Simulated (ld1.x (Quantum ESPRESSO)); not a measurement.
# manganese: TM pseudisation with PBEsol, scalar-relativistic reference atom.

ld1.x (Quantum ESPRESSO) 7.5 input, shortened:

```
&input
   title='Mn', zed=25., rel=1, dft='PBESOL', iswitch=3,
   config='[Ar] 3d5 4s2 4p0'
 /
 &inputp
   pseudotype=2, tm=.true., lloc=0,
   nlcc=.false.
 /
3
4P  2  1   0.00   0.00  3.65  3.65  0.0
3D  3  2   5.00   0.00  1.80  1.80  0.0
4S  1  0   2.00   0.00  1.95  1.95  0.0
 &test
   configts(1)='3d5 4s2 4p0'
 /
```

Results:

```
Cutoffs needed           : 80 Ry and 140 Ry (the cutoffs (Ry, on a coarse ladder) from which the occupation-weighted sum of valence levels, in a spherical-Bessel basis at the reference potential, stays within 10 and 1 mRy of its value at 400 Ry)
Ghost test               : no extra level below or beside the all-electron valence levels (p, d, s, f tested) (spherical-Bessel basis up to 400 Ry, 20 bohr box)
Largest excitation error : -229 meV (all-electron minus pseudo) for 3d6 4s0 4p0, out of 7 test configurations
```

Generation and tests took about 3.9 s on one core of a shared server CPU.
